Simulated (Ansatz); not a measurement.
ZrTe2⁺, 3 atoms. Hardware: 4 threads of Arm Neoverse V1 on a shared host.

In the def2 sets Te, Zr take a core potential; there is no spin–orbit coupling. Correlated methods freeze 8 core orbitals; core or outer-core shells of Zr, Te are correlated, in sets that lack core-valence functions. In CCSD on the charge 1 quartet the largest single amplitude is 0.17, so its Hartree–Fock determinant may place the open shell otherwise than the density functionals do.

Q: How many basis functions does each of these Ansatz runs have, and roughly what does it cost? PBE-D4/def2-TZVP, charge 1 quartet, energy, from earlier orbitals; revPBE-D4/def2-TZVP, charge 1 doublet, energy, from earlier orbitals; r2SCAN-D4/def2-TZVP, charge 0 singlet at the geometry of the charge 1 doublet, energy, from earlier orbitals; PBE0-D4/def2-SVP, charge 1 doublet, energy, from earlier orbitals; PBE with 35 % exact exchange/def2-TZVP, charge 1 quartet, energy, from earlier orbitals; RPA@PBE/def2-TZVP, charge 1 doublet, energy, from earlier orbitals; PBE0-D4/def2-TZVP, charge 1 doublet, energy, from earlier orbitals; PBE with 10 % exact exchange/def2-TZVP, charge 1 quartet, energy, from earlier orbitals; CCSD(T)/def2-TZVP, charge 1 quartet, energy, from earlier orbitals; LDA (SPW92)/def2-TZVP, charge 1 doublet, energy, from earlier orbitals; PBE with 15 % exact exchange/def2-TZVP, charge 1 doublet, energy, from earlier orbitals; PBE0-D4/def2-SVP, charge 1 doublet, energy with a search over starts.

A: Other jobs shared the machine, so times can vary by a factor of up to 3. A dash marks memory too small to be measured apart from the calling script's.

```tsv
run	functions	fitting or Cholesky vectors	wall time	peak host memory (GiB)
LDA (SPW92)/def2-TZVP, charge 1 doublet, energy, from earlier orbitals	140	1093	1.6 s	–
revPBE-D4/def2-TZVP, charge 1 doublet, energy, from earlier orbitals	140	1093	3.1 s	–
PBE-D4/def2-TZVP, charge 1 quartet, energy, from earlier orbitals	140	1093	3.4 s	–
PBE0-D4/def2-SVP, charge 1 doublet, energy, from earlier orbitals	83	996	3.5 s	–
r2SCAN-D4/def2-TZVP, charge 0 singlet at the geometry of the charge 1 doublet, energy, from earlier orbitals	140	1093	4 s	–
PBE with 15 % exact exchange/def2-TZVP, charge 1 doublet, energy, from earlier orbitals	140	1174	4.4 s	–
RPA@PBE/def2-TZVP, charge 1 doublet, energy, from earlier orbitals	140	1326	6 s	–
PBE0-D4/def2-TZVP, charge 1 doublet, energy, from earlier orbitals	140	1275	6.5 s	–
PBE with 10 % exact exchange/def2-TZVP, charge 1 quartet, energy, from earlier orbitals	140	1099	8.5 s	0.67
PBE0-D4/def2-SVP, charge 1 doublet, energy with a search over starts	83	996	9.5 s	–
PBE with 35 % exact exchange/def2-TZVP, charge 1 quartet, energy, from earlier orbitals	140	1357	10 s	0.71
CCSD(T)/def2-TZVP, charge 1 quartet, energy, from earlier orbitals	140	1326	34 s	1.8
```
